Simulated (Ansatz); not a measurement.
`[CH3][SbH][SH]` at its PBE0-D4/def2-TZVP geometry, where that method's forces vanish. Charge 0, multiplicity 1. Sb takes the def2 core potential.

```json
{"atom": "C1", "x (Å)": "0.801", "y (Å)": "0.504", "z (Å)": "-0.670"}
{"atom": "Sb2", "x (Å)": "-0.349", "y (Å)": "0.766", "z (Å)": "1.134"}
{"atom": "S3", "x (Å)": "-2.284", "y (Å)": "-0.539", "z (Å)": "0.460"}
{"atom": "H4", "x (Å)": "0.330", "y (Å)": "1.079", "z (Å)": "-1.467"}
{"atom": "H5", "x (Å)": "0.842", "y (Å)": "-0.547", "z (Å)": "-0.951"}
{"atom": "H6", "x (Å)": "1.812", "y (Å)": "0.879", "z (Å)": "-0.503"}
{"atom": "H7", "x (Å)": "0.444", "y (Å)": "-0.522", "z (Å)": "1.942"}
{"atom": "H8", "x (Å)": "-1.596", "y (Å)": "-1.620", "z (Å)": "0.056"}
```

**Question.** For each bond, give half the difference of the two atoms' forces along it (eV/Å; positive pushes the atoms apart) under PBE-D4, r2SCAN-D4, B3LYP-D4, ωB97M-V in def2-TZVPP. (An estimate is asked.)

**Answer.** Computed: 
```json
{"bond": "C1–Sb2", "length (Å)": "2.155", "PBE-D4": "0.20", "r2SCAN-D4": "0.12", "B3LYP-D4": "0.28", "ωB97M-V": "-0.08"}
{"bond": "C1–H4", "length (Å)": "1.090", "PBE-D4": "0.09", "r2SCAN-D4": "-0.03", "B3LYP-D4": "-0.08", "ωB97M-V": "-0.04"}
{"bond": "C1–H5", "length (Å)": "1.089", "PBE-D4": "0.08", "r2SCAN-D4": "-0.04", "B3LYP-D4": "-0.09", "ωB97M-V": "-0.03"}
{"bond": "C1–H6", "length (Å)": "1.092", "PBE-D4": "0.08", "r2SCAN-D4": "-0.03", "B3LYP-D4": "-0.08", "ωB97M-V": "-0.03"}
{"bond": "Sb2–S3", "length (Å)": "2.429", "PBE-D4": "0.26", "r2SCAN-D4": "0.11", "B3LYP-D4": "0.30", "ωB97M-V": "-0.04"}
{"bond": "Sb2–H7", "length (Å)": "1.715", "PBE-D4": "0.23", "r2SCAN-D4": "0.03", "B3LYP-D4": "0.06", "ωB97M-V": "-0.15"}
{"bond": "S3–H8", "length (Å)": "1.343", "PBE-D4": "0.25", "r2SCAN-D4": "0.00", "B3LYP-D4": "-0.03", "ωB97M-V": "-0.10"}
```

B3LYP here is the variant with VWN-RPA as its local correlation; programs differ in this.
